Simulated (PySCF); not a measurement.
C4H8Si, SMILES C#C[SiH](C)C.

Geometry: PBE-D3(BJ)/def2-SVP.

The numbers are results of PBE-D3(BJ)/def2-SVP (PySCF), not measurements.

Frequencies are harmonic and unscaled.

Computed normal modes with their intensities:
```
mode  ν (cm⁻¹)  IR (km/mol)  moving atoms (share of kinetic energy)
----  --------  -----------  --------------------------------------
1          118          0.5                  C 65 %, H 27 %, Si 8 %
2          143          1.0                 H 51 %, C 39 %, Si 10 %
3          155          0.0                                  H 98 %
4          174          0.3                          H 75 %, C 20 %
5          198          0.3                 C 48 %, H 37 %, Si 15 %
6          319         13.3                 C 60 %, H 24 %, Si 16 %
7          336         16.7                          C 78 %, H 18 %
8          569         15.6                 C 66 %, Si 19 %, H 15 %
9          599          8.7                                  H 94 %
10         661         15.5                 C 48 %, Si 26 %, H 25 %
11         687          0.3                 H 50 %, C 37 %, Si 13 %
12         692         23.4                          H 75 %, C 25 %
13         693         25.0                          H 75 %, C 25 %
14         718         43.7                          H 79 %, C 13 %
15         756         61.5                 H 49 %, C 27 %, Si 25 %
16         831         59.2                 H 66 %, C 24 %, Si 11 %
17         868        204.0                 H 71 %, Si 15 %, C 14 %
18         871        104.9                  H 80 %, C 11 %, Si 8 %
19        1211         24.8                          H 78 %, C 22 %
20        1217         10.1                          H 79 %, C 20 %
21        1376          1.4                                  H 96 %
22        1379          0.6                                  H 96 %
23        1384          3.6                                  H 96 %
24        1391          5.6                                  H 96 %
25        2080         21.5                           C 90 %, H 9 %
26        2150        119.1                                  H 97 %
27        2977          2.4                                  H 97 %
28        2977          4.0                                  H 97 %
29        3077          0.1                           H 91 %, C 9 %
30        3078          7.6                           H 91 %, C 9 %
31        3084          3.4                           H 91 %, C 9 %
32        3084          1.7                           H 91 %, C 9 %
33        3390         48.0                          H 86 %, C 14 %
```
